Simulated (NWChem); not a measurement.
System: SiHF, singlet; SMILES F[SiH]

NWChem input:

```
start job
memory heap 200 mb stack 900 mb global 1100 mb
geometry units angstroms noautosym nocenter noautoz
  Si     0.094387     0.581823     0.000000
  H     -1.437639     0.794863     0.000000
  F      0.062407    -1.053266     0.000000
end
basis spherical
  * library def2-svp
end
dft
  xc pbe0
  iterations 150
end
cosmo
  do_cosmo_smd true
  solvent hexane
end
task dft energy
```

Output (shortened):

```
             Northwest Computational Chemistry Package (NWChem) 7.3.0
             --------------------------------------------------------

                             Geometry "geometry" -> ""
                             -------------------------

 Output coordinates in angstroms (scale by  1.889725989 to convert to a.u.)

  No.       Tag          Charge          X              Y              Z
 ---- ---------------- ---------- -------------- -------------- --------------
    1 Si                  14.0000     0.09438700     0.58182300     0.00000000
    2 H                    1.0000    -1.43763900     0.79486300     0.00000000
    3 F                    9.0000     0.06240700    -1.05326600     0.00000000

 Effective nuclear repulsion energy (a.u.)      47.5611266321

                                 NWChem DFT Module
                                 -----------------

 Summary of "ao basis" -> "ao basis" (spherical)
 ------------------------------------------------------------------------------
       Tag                 Description            Shells   Functions and Types
 ---------------- ------------------------------  ------  ---------------------
 Si                         def2-svp                 8       18   4s3p1d
 H                          def2-svp                 3        5   2s1p
 F                          def2-svp                 6       14   3s2p1d

 in cosmo_initialize ...
 calling solv_data for solv:hexane

 solvent parameters
 solvname_short: hexane
 solvname_long:  n-hexane
 dielec:        1.8819
 dielecinf:     1.8903
 nonaqueous SMD model solvent descriptors
 dielec:        1.8819
 sola:          0.0000
 solb:          0.0000
 solc:          0.0000
 solg:         25.7500
 solh:          0.0000
 soln:          1.3749

          ---------------
          -cosmo- solvent
          ---------------
 Cosmo: York-Karplus, doi: 10.1021/jp992097l
 dielectric constant -eps-     =   1.88
 screen = (eps-1)/(eps    )    =   0.46862
 surface charge correction     = lagrangian

   van der Waals surface
 --------------------------

[...]

                                COSMO-SMD solvation results
                                ---------------------------

             internal energy in gas <Psi(g)|H|Psi(g)> =      -389.530247179626
         internal energy in solvent <Psi(s)|H|Psi(s)> =      -389.530191442286
                               delta internal energy  =         0.000055737339 (    0.03 kcal/mol)
   total free energy in solvent <Psi(s)|H+V/2|Psi(s)> =      -389.531965891680
 polarization energy contribution <Psi(s)|V/2|Psi(s)> =        -0.001774449393 (   -1.11 kcal/mol)
    total free energy in solvent including G(SMD-CDS) =      -389.532917041906
                       G(SMD-CDS) energy contribution =        -0.000951150226 (   -0.60 kcal/mol)
     1 M fixed-concentration free energy of solvation =        -0.002669862280 (   -1.68 kcal/mol)

                       DFT Final Molecular Orbital Analysis
                       ------------------------------------

 Vector   10  Occ=2.000000D+00  E=-4.524883D-01
              MO Center=  6.4D-02, -9.5D-01,  2.8D-10, r^2= 6.3D-01
   Bfn.  Coefficient  Atom+Function         Bfn.  Coefficient  Atom+Function
  ----- ------------  ---------------      ----- ------------  ---------------
    29      0.632146  3 F  pz                32     -0.442462  3 F  pz
    13     -0.109175  1 Si pz                10     -0.107131  1 Si pz
    15      0.068567  1 Si d -1               7      0.061408  1 Si pz

 Vector   11  Occ=2.000000D+00  E=-4.142954D-01
              MO Center= -3.2D-01,  1.4D-01, -2.7D-10, r^2= 2.2D+00
   Bfn.  Coefficient  Atom+Function         Bfn.  Coefficient  Atom+Function
  ----- ------------  ---------------      ----- ------------  ---------------
     3      0.364692  1 Si s                 28      0.340437  3 F  py
    27     -0.282577  3 F  px                19      0.252543  2 H  s
    31     -0.228680  3 F  py                 2      0.224235  1 Si s
    30      0.201575  3 F  px                 4      0.197677  1 Si s
     9      0.181841  1 Si py                20      0.123076  2 H  s

 Vector   12  Occ=2.000000D+00  E=-2.546767D-01
              MO Center=  7.8D-02,  7.3D-01,  6.0D-10, r^2= 2.4D+00
   Bfn.  Coefficient  Atom+Function         Bfn.  Coefficient  Atom+Function
  ----- ------------  ---------------      ----- ------------  ---------------
     4      0.400575  1 Si s                  3      0.380136  1 Si s
     8      0.294610  1 Si px                19     -0.293846  2 H  s
    20     -0.294723  2 H  s                 11      0.252138  1 Si px
     2      0.227642  1 Si s                 27      0.191104  3 F  px
    30     -0.155479  3 F  px                 5     -0.153668  1 Si px

 Vector   13  Occ=0.000000D+00  E=-9.299485D-02
              MO Center=  7.5D-02,  5.8D-01,  4.8D-10, r^2= 2.5D+00
   Bfn.  Coefficient  Atom+Function         Bfn.  Coefficient  Atom+Function
  ----- ------------  ---------------      ----- ------------  ---------------
    13      0.703690  1 Si pz                10      0.418468  1 Si pz
     7     -0.218710  1 Si pz                29      0.208475  3 F  pz
    32     -0.195118  3 F  pz                15      0.037035  1 Si d -1

[...]
```

Level: PBE0/def2-SVP, SMD on the gas-phase geometry. Low-valent species are run as closed-shell singlets; no triplet was tried in these runs. The geometry was optimised at PBE0/def2-SVP. Solvent: n-hexane.
